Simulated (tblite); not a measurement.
A tight-binding relaxation on `BC(B)B(Cl)Cl`.

Computed with GFN2-xTB geometry optimisation, gas phase (tblite 0.8.0). Start geometry: from a force field or distance geometry. The command runs a driver script over a list of jobs; the input below is this job's line of settings and its coordinates in Å.

Command:
```bash
OMP_NUM_THREADS=1 python probes_run.py task.json out
```

Input:
```
{"job": {"kind": "relax", "xc": "GFN2-xTB", "basis": "xTB"}, "charge": 0, "multiplicity": 1}
B      1.522600    -0.461500     0.117000
C      0.055100    -0.160000    -0.468500
B     -0.105900     1.384400    -0.758600
B     -1.056600    -0.651900     0.560400
Cl    -1.171900     0.049200     2.280100
Cl    -2.262200    -1.963100     0.055800
H      1.941400    -1.553800     0.025600
H      1.923300     0.193800     1.025900
H     -0.050400    -0.723900    -1.411100
H     -0.953100     1.717400    -1.526800
H      0.163200     2.172100     0.074300
```

Output:
```
step      E/eV     max force
  0    -476.39247    2.070
  1    -476.60097    1.725
  2    -476.92396    1.472
  3    -476.96521    0.778
  4    -476.99048    0.245
  5    -476.99478    0.165
  6    -476.99688    0.118
  7    -476.99841    0.099
  8    -476.99994    0.139
  9    -477.00204    0.184
... (21 lines left out)
 31    -477.10446    0.065
 32    -477.10469    0.034
 33    -477.10479    0.022
 34    -477.10482    0.019
 35    -477.10485    0.015
 36    -477.10488    0.014
 37    -477.10493    0.014
 38    -477.10496    0.016
 39    -477.10498    0.011
 40    -477.10500    0.010
```

«max force» is the largest atomic force in eV/Å.

Q: From which step on does the largest force stay under 0.1 eV/Å, and how much energy is left to gain from there?

A: From step 24 (0.097 eV/Å), 5.5 meV above the end.

In short: energy lowered by 16.4 kcal/mol over 40 steps; largest atomic force 0.010 eV/Å at the end.

Q: Give the final coordinates.

A: 0.379 Å rms from the input after alignment:
```
atom  x, y, z in Å
B1     1.4068   -0.4446    0.1314
C2    -0.0593   -0.2457   -0.4092
B3    -0.1315    1.3009   -0.7003
B4    -1.1124   -0.6497    0.6942
Cl5   -1.1747    0.0386    2.2647
Cl6   -2.2798   -1.8627    0.3053
H7     2.1669   -1.0499   -0.5152
H8     1.7327    0.0026    1.1583
H9    -0.2264   -0.8247   -1.3174
H10   -0.2212    1.6604   -1.8073
H11   -0.0955    2.0775    0.1695
```

The run took 0.19 s on one thread of an AMD EPYC 9R45 (shared host).
Labels such as C1 count atoms from 1, the log's own numbers from 0.
